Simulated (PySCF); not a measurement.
Molecule: HMDS, C₆H₁₉NSi₂, SMILES C[Si](C)(C)N[Si](C)(C)C. Atoms near the plane z = 0.0 Å, at the GFN2-xTB optimised geometry (x, y, z in Å): C3 (-1.2, 2.4, 0.4), N5 (-0.8, -0.5, 0.0), Si6 (-0.2, -2.1, 0.0), C8 (1.7, -2.1, 0.0), H13 (-0.4, 2.6, -0.2), H14 (-2.1, 2.4, -0.2), H19 (-1.1, -0.2, -0.9), H23 (2.1, -3.1, 0.0), H24 (2.1, -1.6, -0.8), H25 (2.1, -1.7, 0.9).

Computed with PBE0/def2-SVP in PySCF. Cells within 0.4 Å of a nucleus heavier than hydrogen are left out (blank, or x). The values are rescaled to run from 0 to 1.

```
|1111111111111111111111111111111|
|1111111111111111111111111111111|
|1111111111111111111111111111111|
|1111111111111111111111111111111|
|1111111111111111111111111111111|
|1111111111111111111111111111111|
|1111111111101111111111111111111|
|1111111111211431111111111111111|
|1111111114854981111111111111111|
|1111111115953641111111111111111|
|1111111112321211111111111111111|
|1111111111111111111111111111111|
|1111111111111111111111111111111|
|1111111111000111111111111111111|
|1111111111101121111111111111111|
|1111111111112332111111111111111|
|111111111112xx73111111111111111|
|111111111113xx63111111111111111|
|1111111111124662111011111111111|
|1111111111112321121012111111111|
|11111111111100xx145xx2111111111|
|11111111111000xx267xx2011111111|
|1111111111100010134485211111111|
|1111111111111100011388211111111|
|1111111111111100001233111111111|
|1111111111111110111110111111111|
|1111111111111111111111111111111|
|1111111111111111111111111111111|
|1111111111111111111111111111111|
|1111111111111111111111111111111|
|1111111111111111111111111111111|
```
Scale: ten equal steps from 0.000 (start of '0') to 1.00 (end of '9'), in the order '0123456789'; x runs from -5.50 to 5.50, y from -5.50 (bottom) to 5.50 (top).

Problem. Which quantity is mapped?
A) log10 of the electron density
B) electron localisation function
C) an orbital amplitude
D) deformation density (molecule minus spherical neutral atoms)

Solution. D, deformation density (molecule minus spherical neutral atoms). In full: deformation density (molecule minus spherical neutral atoms) (e/bohr³).
